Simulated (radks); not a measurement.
Results of a calculation; reference values are marked as such.
Q: The gadolinium ion Gd3+, configuration [Xe] 4f7 (the NIST ground configuration). Level of theory: Dirac Kohn-Sham, BLYP, spin-unpolarised, spherical densities, point nucleus; open shells are shared between the two j in proportion to 2j + 1 (a radial shooting solver on a logarithmic mesh with Libxc functionals). Some entries of the table are withheld. Estimate them.

orbital,occ.,eigenvalue (eV),<r> (bohr),r(max) (bohr)
1s1/2,2,-50083.10,0.02190,0.01391
2s1/2,2,-8286.096,0.09274,0.07916
2p1/2,2,-7869.205,0.07745,0.05980
2p3/2,4,-7173.058,0.08429,0.06563
3s1/2,2,-1856.007,0.2440,0.2245
3p1/2,2,(1),0.2336,0.2117
3p3/2,4,(2),0.2467,0.2240
3d3/2,4,-1220.899,0.2187,0.1780
3d5/2,6,-1189.788,0.2228,0.1814
4s1/2,2,-393.5224,0.5528,0.5159
4p1/2,2,-323.2502,0.5647,0.5202
4p3/2,4,-291.4391,0.5943,0.5464
4d3/2,4,-175.7071,(3),0.5541
4d5/2,6,-169.9578,(4),0.5626
5s1/2,2,-74.3944,(5),1.194
5p1/2,2,-54.8121,1.472,(6)
5p3/2,4,-50.2875,1.559,(7)
4f5/2,3,-33.9063,0.8465,0.5640
4f7/2,4,-33.1435,0.8576,0.5688
5d3/2,0,-24.9358,2.166,(8)
5d5/2,0,-24.5060,2.203,(9)
6s1/2,0,-22.8824,3.115,2.900

A: 
(1) 3p1/2 eigenvalue (eV): -1675.427
(2) 3p3/2 eigenvalue (eV): -1532.642
(3) 4d3/2 <r> (bohr): 0.6301
(4) 4d5/2 <r> (bohr): 0.6406
(5) 5s1/2 <r> (bohr): 1.324
(6) 5p1/2 r(max) (bohr): 1.297
(7) 5p3/2 r(max) (bohr): 1.371
(8) 5d3/2 r(max) (bohr): 1.795
(9) 5d5/2 r(max) (bohr): 1.829
